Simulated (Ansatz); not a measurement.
A made-up structure of SiH2BrO (charge +1), singlet:

O1  (-1.129, -0.137, -0.360)
Si2  (0.318, 0.329, 0.020)
Br3  (1.771, -0.923, 0.883)
H4  (-1.541, -1.005, -0.263)
H5  (-1.737, 0.617, -0.301)
(Å)

It is relaxed with PBE-D4/def2-SVP and then PBE0-D4/def2-TZVP (Ansatz 0.2.0). Atoms count as bonded within 1.22 times the sum of their covalent radii (H–H: 0.88 Å). The end point is not checked to be a true minimum.

Task: Does its bonding change? (A judgement: the text doesn't fix the answer.)

Result: The calculation gives: No: no bond forms or breaks.

Where it ends: The first stage lowers the energy by 2.08 eV in 10 steps. It ends as SiH₂BrO ([OH2][Si][Br]), total charge +1:
```
atom    x (Å)    y (Å)    z (Å)
  O1  -1.1343  -0.0853  -0.2216
 Si2   0.5697   0.7236   0.1034
 Br3   1.4976  -1.1386   0.7318
  H4  -1.3413  -1.0271  -0.0956
  H5  -1.9089   0.4076  -0.5381
```

Labels in which every atom is bracketed show which atoms are joined, not bond orders.

For scale, one of the runs: PBE0-D4/def2-TZVP relaxation, 128 basis functions, launched by `ansatz run in.yaml --threads 2 --pin off --events-out ev --progress --plain --max-ram 4352MiB`. The run took about 23 s on 2 CPU threads of an Intel Xeon Platinum 8259CL (shared host).
